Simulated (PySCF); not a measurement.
Identify the unknown among the candidates.

All candidates are C3H3FN2S.

* NMR, other nuclei: isotropic shieldings of nuclei other than C and H, by class: -33 (1 N), -31 (1 N), 245 (1 F), 163 (1 S) ppm [GIAO PBE0/pcSseg-1]
* UV, strongest line: among the 6 lowest singlet transitions: S3 at 5.87 eV (211 nm, f = 0.093) [TDDFT PBE0/def2-SVPD]
* 1H NMR: chemical shifts (computed TMS as zero) by class: 2.75 (3 H) ppm [GIAO PBE0/pcSseg-1]
* Polarisability: 65.0 au [PBE0/def2-SVPD]
* UV, first state: lowest singlet excitation: 5.53 eV (224 nm, f = 0.001) [TDDFT PBE0/def2-SVPD]
* 13C NMR: chemical shifts (computed TMS as zero) by class: 201.4 (1 C), 171.0 (1 C), 22.6 (1 C) ppm [GIAO PBE0/pcSseg-1]
* Dipole: 0.48 D [PBE0/def2-SVPD]
* Rotational structure: rotational constants A, B, C: 4.291, 2.016, 1.383 GHz [GFN2-xTB]
* Triplet: lowest triplet excitation (Tamm–Dancoff): 4.05 eV [TDA PBE0/def2-SVPD]

Gas-phase values; electronic properties from PySCF, density fitting. Levels stand in brackets. Isolated species at its GFN2-xTB geometry, gas phase. NMR classes are plain means over equivalent atoms (diastereotopic ones count apart unless rotation or inversion swaps them), as if these changed places fast.

Question: Which candidate is it?
A. `Nc1csnc1F`
B. `Cc1nsc(F)n1`
C. `N#C[C@@H](F)C(N)=S`

Answer: B. It is `Cc1nsc(F)n1`. Numbering: `[CH3:1][c:2]1[n:3][s:4][c:5]([F:6])[n:7]1`. Its formula, C3H3FN2S, gives 3 degrees of unsaturation: 1 ring and 2 π bonds in the structure found (Kekulé form). 3 carbons fall into 3 classes; from least to most shielded: aromatic C–F carbon [C5] (201.4 ppm), substituted aromatic carbon [C2] (171.0 ppm), benzylic-type carbon [C1] (22.6 ppm). All hydrogens form one class (2.75 ppm): methyl hydrogen. The other shieldings belong to: -33 ppm, pyridine-type nitrogen [N7]; -31 ppm, pyridine-type nitrogen [N3]; 245 ppm, aryl fluorine [F6]; 163 ppm, ring sulfur [S4]. S1 is mainly HOMO−1→LUMO (weight 0.97); the largest Löwdin shares of the orbital it empties are 0.45 on a pyridine-type nitrogen, 0.33 on a pyridine-type nitrogen, 0.08 on the ring sulfur and 0.06 on the substituted aromatic carbon, of the orbital it fills 0.25 on the aromatic C–F carbon, 0.24 on the ring sulfur, 0.17 on a pyridine-type nitrogen and 0.12 on a pyridine-type nitrogen. The optimised geometry has point group Cs and is an asymmetric top.

The others, at the same levels:
- `N#C[C@@H](F)C(N)=S` fails: its computed 13C shifts are 201.4 (1 C), 118.5 (1 C), 83.3 (1 C) ppm, 1H shifts are 6.93 (1 H), 6.89 (1 H), 5.72 (1 H) ppm and lowest singlet excitation is 3.31 eV (375 nm, f = 0.000) (against 5.53 eV).
- `Nc1csnc1F` fails: its computed 13C shifts are 164.1 (1 C), 132.9 (1 C), 128.7 (1 C) ppm, 1H shifts are 7.03 (1 H), 3.46 (2 H) ppm and rotational constant A is 3.829 GHz (against 4.291 GHz).

Each candidate is one conformer, not necessarily the lowest. The conformers computed, where there is a choice (atom-mapped SMILES and torsion angles):
- `[N:1]#[C:2][C@@H:3]([F:4])[C:5]([NH2:6])=[S:7]`: C2–C3–C5–N6 -95°, H–N6–C5–C3 -5°, H–N6–C5–C3 180°
- `[NH2:1][c:2]1[cH:3][s:4][n:5][c:6]1[F:7]`: H–N1–C2–C3 162°, H–N1–C2–C3 24°
